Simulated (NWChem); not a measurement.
Species: C$_{4}$H$_{5}$NS; SMILES s1ccnc1C

Program: NWChem. Medium grid unless said otherwise, to which SCAN and Minnesota functionals are sensitive. The geometry was optimised at B3LYP/6-31G* (spherical d). B3LYP is NWChem's, with the RPA form of VWN correlation. Total energies of different functionals are on different scales.

| level | energy (Ha) | highest occupied level (eV) | orbital gap (eV) | dipole (D) | relative time |
|---|---|---|---|---|---|
| PBE/def2-TZVP | -608.0339 | -5.94 | 4.32 | 1.11 | 1 |
| B3LYP/def2-TZVP | -608.4832 | -6.75 | 5.82 | 1.20 | 1 |
| CAM-B3LYP/def2-TZVP | -608.3583 | -8.22 | 8.60 | 1.25 | 10 |
| M06-2X/def2-TZVP | -608.3548 | -8.08 | 8.23 | 1.22 | 1 |
| r2SCAN/def2-TZVP | -608.3186 | -6.11 | 4.64 | 1.09 | 1 |
| Hartree-Fock/def2-TZVP | -606.4374 | -9.03 | 11.98 | 1.14 | 1 |

Times are rough ratios from one shared machine.
